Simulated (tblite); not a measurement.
C₇H₁₃OP.
Z-matrix (Å and degrees, GFN2-xTB geometry), rows numbered from 1:
```
C 
C   1  1.5294
C   2  1.4978  1  111.93
C   3  1.3347  2  124.95  1   106.52
O   4  1.3701  3  121.41  2    -0.91
C   5  1.4054  4  118.33  3   171.33
C   4  1.5070  3  116.48  2  -177.55
P   7  1.8636  4  105.44  3   -16.15
C   3  1.5033  2  119.85  1   -70.01
H   1  1.0874  2  110.14  3   -58.59
H   1  1.0877  2  110.76  3    61.57
H   1  1.0876  2  110.29  3  -178.46
H   2  1.0938  1  109.09  3  -121.22
H   2  1.0907  1  109.42  3   120.10
H   6  1.0894  5  105.62  4   178.29
H   6  1.0958  5  111.81  4   -63.35
H   6  1.0949  5  112.00  4    59.68
H   7  1.0920  4  113.82  3  -136.51
H   7  1.0967  4  110.48  3   102.25
H   8  1.4052  7   93.58  4   -72.74
H   9  1.0965  3  111.07  2    76.00
H   9  1.0925  3  112.77  2   -44.55
```

Calculated harmonic vibrations of the isolated species, GFN2-xTB (tblite), most abundant isotopes, no scaling. This tight-binding method is rough: wavenumbers can miss measured ones by several per cent, in bad cases by 10 to 20. Modes of hydrogen on phosphorus can be 10 to 20 % off. One conformer, not necessarily the lowest.

Harmonic wavenumbers (cm⁻¹): 38.1, 59.8, 111.5, 136.2, 185.3, 205.4, 225.4, 235.5, 303.8, 356.7, 441.2, 477.4, 509.5, 550.6, 699.0, 728.1, 759.0, 763.1, 784.6, 818.0, 930.0, 937.0, 963.1, 1013.2, 1053.0, 1074.2, 1080.8, 1095.3, 1122.6, 1128.8, 1154.2, 1181.5, 1191.2, 1235.8, 1257.5, 1279.2, 1328.4, 1405.8, 1407.8, 1434.9, 1442.8, 1471.9, 1477.8, 1483.6, 1502.8, 1505.4, 1720.2, 2226.3, 2901.7, 2905.4, 2919.9, 2940.4, 2949.2, 2957.4, 2964.9, 2999.0, 3021.6, 3031.5, 3035.2, 3040.5.

A = 1414, B = 1295, C = 722.4 MHz; mass 144.070 u (most abundant isotopes); point group C1, symmetry number 1.

Problem. What is the zero-point energy?

Solution. ½Σν̃ = 40080 cm⁻¹ = 114.59 kcal/mol.

Problem. Give the ideal-gas entropy at 200 K and 1 bar in the rigid-rotor, harmonic-oscillator model (classical rotation).

Solution. Translation 38.85, rotation 28.69, vibration 21.09: S = 88.6 cal/(mol K).

Problem. And Cp and H(200 K) − H(0)?

Solution. Cp = 30.18 cal/(mol K), of which vibrations give 22.23 (their classical limit is 60 R = 119.2); H(200 K) − H(0) = 3.86 kcal/mol without the zero-point energy, 2.27 from vibrations.

Problem. Blend soft modes into free rotors: weight 1/[1 + (100 cm⁻¹/ν̃)⁴] for the oscillator and the rest for a rotor with moment μB/(μ + B), μ = h/(8π²ν), B = 10⁻⁴⁴ kg m². What vibrational entropy results?

Solution. 19.38 cal/(mol K) in place of 21.09, which changes −T·S at 200 K by +0.34 kcal/mol.

Problem. Which modes carry the vibrational entropy at 200 K?

Solution. 38.1 cm⁻¹: 4.57; 59.8 cm⁻¹: 3.68; 111.5 cm⁻¹: 2.48; 136.2 cm⁻¹: 2.11; 185.3 cm⁻¹: 1.56; 205.4 cm⁻¹: 1.38 cal/(mol K); the other 54 give 5.32 together.

Problem. What must be added to the electronic energy to get the Gibbs energy at 200 K and 1 bar?

Solution. ZPE + [H(200 K) − H(0)] − T·S = 114.59 + 3.86 − 17.72 = 100.73 kcal/mol.

Problem. How do the functions run with temperature in this model?

Solution. 
```csv
T (K),S (cal/(mol K)),Cp (cal/(mol K)),H − H(0) (kcal/mol),G − H(0) (kcal/mol),ln q(vib)
100,71.6,19.9,1.36,-5.81,2.01
300,102.9,41.4,7.43,-23.45,7.73
500,129.4,63.1,17.97,-46.72,13.37
800,164.2,84.8,40.44,-90.90,21.65
1000,184.2,94.3,58.40,-125.78,26.87
```

q(vib) and H(0) count from the zero-point level.

Hindered rotation and anharmonicity are outside this model. Other conformers, if any are populated, would add a mixing term that is left out. The structure is chiral; the term R ln 2 for an equal mix with its mirror image is left out.

On one thread of an Arm Neoverse N1, shared host with 64 logical CPUs at a one-minute load of 56, this took 1.6 s wall. The figure is for the frequency step alone.
